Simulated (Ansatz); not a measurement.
Geometry optimisation, RKS PBE0-D4/def2-SVP (Ansatz).

input.yaml

```yaml
crystal:
  periodic: [false, false, false]
  atoms:
    - { symbol: B, position_ang: [0.0, 0.0, 0.0] }
    - { symbol: H, position_ang: [0.0, 0.0, 1.54] }
    - { symbol: Cl, position_ang: [1.6108, 0.0, -0.93] }
    - { symbol: F, position_ang: [-1.1431, 0.0, -0.66] }
    - { symbol: "N", position_ang: [0.3891, -1.712, 0.5833] }
    - { symbol: H, position_ang: [-0.178, -2.5344, 0.2289] }
    - { symbol: Si, position_ang: [1.7456, -1.9841, 1.7658] }
    - { symbol: H, position_ang: [2.0886, -3.4029, 1.7959] }
    - { symbol: H, position_ang: [2.9134, -1.2105, 1.3542] }
    - { symbol: H, position_ang: [1.3246, -1.5575, 3.0971] }
    - { symbol: H, position_ang: [0.199, -0.8755, 1.5631] }
basis:
  gaussian: { orbitals: def2-SVP }
hamiltonian:
  xc: pbe0
  dispersion: d4
relax:
  f_tol: 0.15
  max_steps: 25
  restrain:
    - { distance: [0, 4], at: 1.55, k: 30.0 }
    - { distance: [10, 1], at: 0.66, k: 30.0 }
    - { distance: [0, 1], at: 2.39, k: 30.0 }
    - { distance: [10, 4], at: 2.26, k: 30.0 }
```

Command:

```bash
$ ansatz run input.yaml --threads 2 --pin off --max-ram 3072MiB --backend cpu --events-out ev --progress --plain --runs-dir out
```

Task: Where does it end, and by what steps?

Result: The run converged. The restraints hold the end off the free minimum; the threshold counts their pulls, which the force column leaves out. Restrained pairs: B1–N5 (1.85 → 1.47 Å), H2–H11 (0.90 → 0.72 Å), B1–H2 (1.54 → 2.40 Å), N5–H11 (1.30 → 2.27 Å). After 17 steps the energy has fallen by 4.491 eV (the restraints' own energy left out); H11 moved furthest, 1.08 Å.

```csv
step,energy less start (eV),largest force component (eV/Å),accepted
0,0.0000,4.348,yes
1,-0.5057,6.234,yes
2,-1.7670,6.028,yes
3,-2.9852,3.317,yes
4,-3.6906,6.171,yes
5,-4.2374,1.896,yes
6,-4.2050,1.805,yes
7,-4.3542,2.207,yes
8,-4.3860,1.654,no
9,-4.4136,1.924,yes
10,-4.4351,2.024,yes
11,-4.4592,2.081,yes
12,-4.4759,2.140,yes
13,-4.4697,2.132,yes
14,-4.4762,2.006,yes
15,-4.4997,2.022,no
16,-4.4851,1.951,yes
17,-4.4914,2.032,yes
```

```xyz
11
Properties=species:S:1:pos:R:3
B 0.314 -0.522 -0.175
H -0.805 0.503 1.683
Cl 1.578 0.705 -0.260
F -0.785 -0.366 -0.894
N 0.532 -1.755 0.601
H -0.236 -2.420 0.555
Si 1.938 -2.200 1.553
H 1.827 -3.674 1.802
H 3.202 -1.897 0.812
H 1.964 -1.482 2.869
H -0.580 -0.171 1.793
```

The run took 42 s on 2 threads of Intel(R) Xeon(R) 6975P-C (Granite Rapids), on a shared host, peak memory 0.26 GiB.
